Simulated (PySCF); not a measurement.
PySCF job for Ti(Cl)3(OH) cation (Cl3HOTi), SMILES [OH][Ti]([Cl])([Cl])[Cl] (connectivity only; charge and spin as stated), charge +1, multiplicity 2, TDA-PBE0/def2-SVPD. Coordinates come from a PBE0-D3(BJ)/def2-SVP optimisation. The geometry has at least one imaginary mode, so it is a saddle point at that level. The spin state was assumed, not searched. The isomer is the one that the SMILES or the coordinates give; other isomers of the formula were not compared. Other conformers were not sampled.

```python
import numpy as np
from pyscf import gto, scf, dft, tdscf

mol = gto.M(
    atom='''
    Ti   -0.00000000    0.00000000    0.35316688
    Cl   -1.74004743   -1.00461685   -0.53128969
    Cl    0.00000000    2.00923370   -0.53128969
    Cl    1.74004743   -1.00461685   -0.53128968
    O    -0.00000001   -0.00000000    2.03925528
    H    -0.00000001    0.00000000    3.01206045
    ''',
    basis='def2-SVPD',
    charge=1,
    spin=1,
    max_memory=1600,
    verbose=4,
)
mf = dft.UKS(mol, xc='pbe0').density_fit(auxbasis='def2-universal-jkfit')
mf.grids.level = 3
mf.conv_tol = 1e-9
mf.max_cycle = 100
mf.kernel()
fine, coarse = mf.grids, dft.Grids(mol).set(level=1).build(with_non0tab=True)
for _ in range(3):  # follow internal instabilities
    mf.grids = coarse
    mo, _, stable, _ = mf.stability(return_status=True, nroots=4)
    mf.grids = fine
    if stable:
        break
    mf.kernel(mf.make_rdm1(mo, mf.mo_occ))
mf.grids = dft.Grids(mol).set(level=1).build(with_non0tab=True)  # coarser grid for the response kernel
td = tdscf.TDA(mf)
td.nstates = 10
td.conv_tol = 1e-4
td.positive_eig_threshold = 1e-6
td.kernel(x0=td.get_init_guess(mf, 15))
td.analyze()
```

Log of the run:

```
PySCF version 2.14.0

[INPUT] verbose = 4
[INPUT] num. atoms = 6
[INPUT] num. electrons = 81
[INPUT] charge = 1
[INPUT] spin (= nelec alpha-beta = 2S) = 1
[INPUT] symmetry False subgroup None
[INPUT] Mole.unit = angstrom
[INPUT] Symbol           X                Y                Z      unit          X                Y                Z       unit  Magmom
[INPUT]  1 Ti     0.000000000000   0.000000000000   0.353166880000 AA    0.000000000000   0.000000000000   0.667388679467 Bohr   0.0
[INPUT]  2 Cl    -1.740047430000  -1.004616850000  -0.531289690000 AA   -3.288213086453  -1.898450706623  -1.003992006905 Bohr   0.0
[INPUT]  3 Cl     0.000000000000   2.009233700000  -0.531289690000 AA    0.000000000000   3.796901413247  -1.003992006905 Bohr   0.0
[INPUT]  4 Cl     1.740047430000  -1.004616850000  -0.531289680000 AA    3.288213086453  -1.898450706623  -1.003991988008 Bohr   0.0
[INPUT]  5 O     -0.000000010000   0.000000000000   2.039255280000 AA   -0.000000018897   0.000000000000   3.853633977273 Bohr   0.0
[INPUT]  6 H     -0.000000010000   0.000000000000   3.012060450000 AA   -0.000000018897   0.000000000000   5.691969321134 Bohr   0.0

nuclear repulsion = 539.062518196171
number of shells = 58
number of NR pGTOs = 254
number of NR cGTOs = 146
basis = def2-SVPD
ecp = {}


[settings echo left out]
init E= -2304.95179269543
  alpha nocc = 41  HOMO = -0.389189754158977  LUMO = -0.142581458848229
  beta  nocc = 40  HOMO = -0.398855764085727  LUMO = -0.389189754158976

WARN: HOMO -0.389189754158977 >= LUMO -0.389189754158976

cycle= 1 E= -2304.20300874412  delta_E= 0.749  |g|= 0.687  |ddm|= 2.31
  alpha nocc = 41  HOMO = -0.555427044238731  LUMO = -0.502721482784056
  beta  nocc = 40  HOMO = -0.548639888230077  LUMO = -0.502721554221622
  HOMO = -0.54863988823  LUMO = -0.502721554222  gap/eV = 1.24950
cycle= 2 E= -2294.78918219568  delta_E= 9.41  |g|= 5.03  |ddm|= 2.78
  alpha nocc = 41  HOMO = -0.54033827648397  LUMO = -0.36313448288809
  beta  nocc = 40  HOMO = -0.535743083002299  LUMO = -0.480779942800702
  HOMO = -0.535743083002  LUMO = -0.480779942801  gap/eV = 1.49562
cycle= 3 E= -2304.29699087934  delta_E= -9.51  |g|= 0.613  |ddm|= 2.16
  alpha nocc = 41  HOMO = -0.562309230871381  LUMO = -0.357526444996046
  beta  nocc = 40  HOMO = -0.55025889677791  LUMO = -0.484740727310371
  HOMO = -0.550258896778  LUMO = -0.48474072731  gap/eV = 1.78284
cycle= 4 E= -2304.42136447671  delta_E= -0.124  |g|= 0.188  |ddm|= 0.277
  alpha nocc = 41  HOMO = -0.559766816836905  LUMO = -0.331953951770249
  beta  nocc = 40  HOMO = -0.549327524773757  LUMO = -0.485454326560327
  HOMO = -0.549327524774  LUMO = -0.48545432656  gap/eV = 1.73808
cycle= 5 E= -2304.43623160336  delta_E= -0.0149  |g|= 0.0842  |ddm|= 0.164
  alpha nocc = 41  HOMO = -0.556913653503031  LUMO = -0.328220319739933
  beta  nocc = 40  HOMO = -0.544178328742196  LUMO = -0.477881700741166
  HOMO = -0.544178328742  LUMO = -0.477881700741  gap/eV = 1.80402
cycle= 6 E= -2304.43908210134  delta_E= -0.00285  |g|= 0.0185  |ddm|= 0.0697
  alpha nocc = 41  HOMO = -0.558461039504621  LUMO = -0.328223241560975
  beta  nocc = 40  HOMO = -0.54549285964627  LUMO = -0.478906726145687
  HOMO = -0.545492859646  LUMO = -0.478906726146  gap/eV = 1.81190
cycle= 7 E= -2304.43927428985  delta_E= -0.000192  |g|= 0.00235  |ddm|= 0.0195
  alpha nocc = 41  HOMO = -0.558488351820715  LUMO = -0.328303055390449
  beta  nocc = 40  HOMO = -0.545342523145046  LUMO = -0.478539238007347
  HOMO = -0.545342523145  LUMO = -0.478539238007  gap/eV = 1.81781
cycle= 8 E= -2304.43928293424  delta_E= -8.64e-06  |g|= 0.00125  |ddm|= 0.00565
  alpha nocc = 41  HOMO = -0.558540660974732  LUMO = -0.328495638917532
  beta  nocc = 40  HOMO = -0.545271714704191  LUMO = -0.4783284347806
  HOMO = -0.545271714704  LUMO = -0.478328434781  gap/eV = 1.82162
cycle= 9 E= -2304.4392855411  delta_E= -2.61e-06  |g|= 0.000425  |ddm|= 0.00348
  alpha nocc = 41  HOMO = -0.558571270219861  LUMO = -0.328590602696381
  beta  nocc = 40  HOMO = -0.545235038359853  LUMO = -0.478250021965152
  HOMO = -0.54523503836  LUMO = -0.478250021965  gap/eV = 1.82276
cycle= 10 E= -2304.4392858837  delta_E= -3.43e-07  |g|= 0.000159  |ddm|= 0.00143
  alpha nocc = 41  HOMO = -0.558582471021385  LUMO = -0.328600230252224
  beta  nocc = 40  HOMO = -0.545233703200069  LUMO = -0.478247481237662
  HOMO = -0.5452337032  LUMO = -0.478247481238  gap/eV = 1.82279
cycle= 11 E= -2304.4392859153  delta_E= -3.16e-08  |g|= 7.44e-05  |ddm|= 0.000357
  alpha nocc = 41  HOMO = -0.558581964234345  LUMO = -0.328609277363621
  beta  nocc = 40  HOMO = -0.545228517192166  LUMO = -0.478246383681916
  HOMO = -0.545228517192  LUMO = -0.478246383682  gap/eV = 1.82268
cycle= 12 E= -2304.43928591771  delta_E= -2.41e-09  |g|= 9.91e-05  |ddm|= 0.00026
  alpha nocc = 41  HOMO = -0.558590515432462  LUMO = -0.328610857983617
  beta  nocc = 40  HOMO = -0.545230023989074  LUMO = -0.478245916946052
  HOMO = -0.545230023989  LUMO = -0.478245916946  gap/eV = 1.82273
cycle= 13 E= -2304.43928592584  delta_E= -8.13e-09  |g|= 1.85e-05  |ddm|= 0.000163
  alpha nocc = 41  HOMO = -0.558592285539646  LUMO = -0.328615063222759
  beta  nocc = 40  HOMO = -0.54523089109602  LUMO = -0.47824763031669
  HOMO = -0.545230891096  LUMO = -0.478247630317  gap/eV = 1.82271
cycle= 14 E= -2304.43928592624  delta_E= -3.93e-10  |g|= 1.24e-05  |ddm|= 4.18e-05
  alpha nocc = 41  HOMO = -0.558590844049502  LUMO = -0.328606795069186
  beta  nocc = 40  HOMO = -0.545229438535746  LUMO = -0.478246470612637
  HOMO = -0.545229438536  LUMO = -0.478246470613  gap/eV = 1.82270
Extra cycle  E= -2304.43928592565  delta_E= 5.88e-10  |g|= 3.69e-05  |ddm|= 4.36e-05
converged SCF energy = -2304.43928592565  <S^2> = 0.77732064  2S+1 = 2.0271365
tot grids = 34056
uhf_internal: lowest eigs of H = [0.02051557 0.02053176 0.07719548 0.1053952 ]
<class 'pyscf.df.df_jk.DFUKS'> wavefunction is stable in the internal stability analysis
tot grids = 34056
Overwritten attributes  positive_eig_threshold  of <class 'pyscf.tdscf.uks.TDA'>


******** <class 'pyscf.tdscf.uks.TDA'> for <class 'pyscf.df.df_jk.DFUKS'> ********
nstates = 10
deg_eia_thresh = 1.000e-03
wfnsym = None
conv_tol = 0.0001
eigh lindep = 1e-12
eigh level_shift = 0
eigh max_cycle = 100


Excitation energies (eV)
[0.32864893 0.32866056 1.09964022 1.64195972 1.64196966 1.85647774
 1.85649011 2.08262606 2.75516287 2.75518098]

** Excitation energies and oscillator strengths **
Excited State   1:      0.32865 eV   3772.54 nm  f=0.0008
      37b ->   41b     -0.41235
      40b ->   41b      0.89864
Excited State   2:      0.32866 eV   3772.41 nm  f=0.0008
      38b ->   41b      0.41233
      39b ->   41b     -0.89865
Excited State   3:      1.09964 eV   1127.50 nm  f=0.0000
      36b ->   41b      0.99362
Excited State   4:      1.64196 eV    755.10 nm  f=0.0388
      31b ->   41b     -0.16655
      34b ->   41b      0.56789
      38b ->   41b      0.72216
      39b ->   41b      0.27658
Excited State   5:      1.64197 eV    755.09 nm  f=0.0388
      32b ->   41b      0.16658
      35b ->   41b     -0.56798
      37b ->   41b     -0.72209
      40b ->   41b     -0.27658
Excited State   6:      1.85648 eV    667.85 nm  f=0.0309
      39a ->   42a      0.11023
      31b ->   41b      0.19739
      34b ->   41b     -0.77202
      38b ->   41b      0.48936
      39b ->   41b      0.26664
Excited State   7:      1.85649 eV    667.84 nm  f=0.0309
      39a ->   43a      0.11022
      32b ->   41b      0.19738
      35b ->   41b     -0.77196
      37b ->   41b      0.48944
      40b ->   41b      0.26667
Excited State   8:      2.08263 eV    595.33 nm  f=0.0000
      33b ->   41b     -0.99395
Excited State   9:      2.75516 eV    450.01 nm  f=0.0017
      32b ->   41b      0.96081
      35b ->   41b      0.25389
Excited State  10:      2.75518 eV    450.00 nm  f=0.0017
      31b ->   41b     -0.96082
      34b ->   41b     -0.25388

** Transition electric dipole moments (AU) **
state          X           Y           Z        Dip. S.      Osc.
  1        -0.0000      0.3118     -0.0000      0.0972      0.0008
  2         0.3119      0.0000     -0.0000      0.0973      0.0008
  3        -0.0000      0.0000      0.0000      0.0000      0.0000
  4        -0.9827      0.0003     -0.0000      0.9657      0.0388
  5        -0.0003     -0.9826      0.0000      0.9656      0.0388
  6        -0.8246      0.0002     -0.0000      0.6800      0.0309
  7         0.0002      0.8248     -0.0000      0.6802      0.0309
  8         0.0000     -0.0000      0.0000      0.0000      0.0000
  9         0.0000     -0.1567      0.0000      0.0246      0.0017
 10        -0.1567     -0.0000      0.0000      0.0246      0.0017

** Transition velocity dipole moments (imaginary part, AU) **
state          X           Y           Z        Dip. S.      Osc.
  1         0.0000     -0.0560     -0.0000      0.0031      0.1734
  2        -0.0560     -0.0000     -0.0000      0.0031      0.1733
  3        -0.0000     -0.0000      0.0000      0.0000      0.0000
  4         0.1207     -0.0000     -0.0000      0.0146      0.1611
  5         0.0000      0.1207      0.0000      0.0146      0.1610
  6         0.1105     -0.0000     -0.0000      0.0122      0.1194
  7        -0.0000     -0.1106     -0.0000      0.0122      0.1194
  8        -0.0000      0.0000      0.0000      0.0000      0.0000
  9        -0.0000      0.0120      0.0000      0.0001      0.0010
 10         0.0120      0.0000     -0.0000      0.0001      0.0010

** Transition magnetic dipole moments (imaginary part, AU) **
state          X           Y           Z
  1        -0.6105     -0.0001     -0.0000
  2        -0.0001      0.6105      0.0001
  3        -0.0000     -0.0001      0.5050
  4        -0.0001     -0.3088      0.0000
  5         0.3088     -0.0001     -0.0000
  6         0.0000      0.2491     -0.0000
  7         0.2491     -0.0000     -0.0000
  8         0.0000      0.0000     -1.1178
  9         0.0161      0.0000      0.0000
 10         0.0000     -0.0161      0.0000
```

The run converged.

Cost: about 4 core-minutes (a rough figure).
